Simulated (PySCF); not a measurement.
Computed with PBE-D3(BJ)/def2-TZVP // PBE-D3(BJ)/def2-SVP (PySCF). Gas-phase values, no solvent. 

Reference species: [Co(NH3)4]2+ (excited doublet) (charge +2, multiplicity 2).

The mean distance from the central atom to its bonded neighbours is 1.989 Å, the charge on the central atom (Mulliken) comes out as 0.38 e and the coordination number is 4. The highest occupied spin orbital is -13.98 eV.

Changed species: [Ir(NH3)4]2+ (M = Ir, multiplicity 2; the reference has M = Co, multiplicity 2).

Q: Predict the effect on the mean distance from the central atom to its bonded neighbours, charge on the central atom (Mulliken), coordination number and highest occupied spin orbital.

A: the mean distance from the central atom to its bonded neighbours rises by 0.140 Å, to 2.129 Å; the charge on the central atom (Mulliken) rises by 0.19 e, to 0.57 e; the coordination number is nearly the same; the highest occupied spin orbital falls by 0.07 eV, to -14.05 eV.
